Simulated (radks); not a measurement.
Numerical settings for the vanadium ion V+, [Ar] 3d4. Calculated with a radial shooting solver on a logarithmic mesh with Libxc functionals: scalar-relativistic Kohn-Sham, PBE, spin-unpolarised, spherical densities, finite nucleus; Fermi nuclear charge, rms radius 3.6002 fm. The defaults (mesh step 0.008 in ln r, mesh end at 40 bohr or more with all orbitals vanishing there, Anderson mixing 0.5 over 9 steps, residual threshold near 1e-9 with the energy settled to 1e-9 hartree or 1e-11 of itself, here a cap of 63 iterations) give E = -948.7385 hartree and 3d at -8.988 eV in 17 iterations. Run on one thread of a shared host, so times are rough (Intel(R) Xeon(R) Platinum 8488C): 0.14 s of CPU time, 0.14 s wall, 17 iterations on 2189 mesh points. Changes against that run (0 stands for a change within the tolerance of the run):

setting	iterations	converged	E (mhartree)	e(3d) (meV)	CPU (s)
mesh step in ln r 0.2	63	no	diverged	-	0.18
mesh step in ln r 0.12	2	no	diverged	-	0.01
mesh step in ln r 0.005	19	yes	0	0	0.24
mesh end (bohr) 5	14	yes	+24.2	+1.13e+03	0.11
mesh end (bohr) 2	13	level above zero	+3.54e+03	+3.57e+04	0.08
residual threshold 1e-13	63	no	0	0	0.29
residual threshold 0.001	10	yes	0	-0.494	0.1
mixing 0.01	40	yes	0	0	0.32
linear mixing, mixing 1	25	no	diverged	-	0.37
linear mixing, mixing 0.8	31	no	diverged	-	0.38
mixing history 20	23	yes	0	0	0.18
iteration cap 8	8	no	0	-3.55	0.08

Settled on a wrong energy, with an occupied level pushed above zero by the early mesh end: mesh end (bohr) 2 (+3.54 hartree). Apart from these: settings that end as converged yet miss the energy by more than 1 mhartree: mesh end (bohr) 5 (+0.0242 hartree). A mesh that ends early acts as a hard wall.
